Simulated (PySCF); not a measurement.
**Working out the ionisation energy of Re⁺**

Re⁺ [Xe] 4f14 5d5 6s1 (7S) → Re²⁺ [Xe] 4f14 5d5 (6S). All numbers are calculated (PySCF 2.14, a scalar-relativistic core potential, in cc-pVDZ-PP with ECP60MDF (4s4p3d1f, 38 functions)). Frozen: 5s2 5p6. Energies in hartree (1 hartree = 27.21139 eV):

```
             part  Re⁺ (lower)  Re²⁺ (upper)
              UHF   -77.615843    -77.038696
MP2 opposite-spin     0.000000      0.000000
    MP2 same-spin    -0.058610     -0.039758
```

What does Hartree-Fock give?

(-77.038696) − (-77.615843) = 0.577147 hartree = 15.705 eV.

What do MP2 and SCS-MP2 (6/5 opposite-spin, 1/3 same-spin) give?

The opposite-spin parts differ by 0.000 eV and the same-spin parts by 0.513 eV. MP2: 15.705 + (0.000) + (0.513) = 16.218 eV. SCS-MP2: 15.705 + 1.2 × (0.000) + (0.513)/3 = 15.876 eV.

Reference: 16.6 ± 0.5 eV (semi-empirical (NIST evaluation); NIST Atomic Spectra Database, ionization energies).

A double-zeta basis recovers only part of the correlation energy.

What remains against the reference includes basis incompleteness, the frozen core and correlation beyond second order.
